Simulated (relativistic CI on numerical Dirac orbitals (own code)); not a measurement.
**Slater and spin-orbit integrals, S8+**

Computed by Dirac-Coulomb-Breit CI, KLI orbitals optimised for each configuration, model QED, unscaled Slater integrals (own radial code, finite nucleus).

Slater integrals F^k, G^k are unscaled and averaged over j, outside the closed core 1s2; ζ comes from projecting the Hamiltonian with its Breit term on Σ l·s of the shell.

- 2s2.2p4: F^2(2p,2p) = 233130, ζ(2p) = 7194.6 cm⁻¹; <r>(2p) = 0.4043, <r^2>(2p) = 0.2004 (bohr units).
- 2s.2p5: G^1(2s,2p) = 270100, ζ(2p) = 7084.6 cm⁻¹; <r>(2s) = 0.4523, <r^2>(2s) = 0.241, <r>(2p) = 0.4066, <r^2>(2p) = 0.2028 (bohr units).
- 2s2.2p3.3s: F^2(2p,2p) = 240710, ζ(2p) = 7681.4, G^1(2p,3s) = 21438 cm⁻¹; <r>(2p) = 0.3929, <r^2>(2p) = 0.1888, <r>(3s) = 1.161, <r^2>(3s) = 1.53 (bohr units).

Averages of the first 10 configurations, taken without configuration mixing, which lowers the lowest level and can move excited configurations by several eV; other configurations of the list can lie among them:

```tsv
Configuration	Parity	States	Average energy above the lowest level (eV)
2s2.2p4	even	15	4.4
2s.2p5	odd	12	62.7
2p6	even	1	131.1
2s2.2p3.3s	odd	40	229.4
2s2.2p3.3p	even	120	244.0
2p5.3s	odd	12	344.8
2p5.3p	even	36	357.9
2s2.2p3.3d	odd	200	261.2
2p5.3d	odd	60	374.7
2s.2p4.3s	even	60	281.9
```
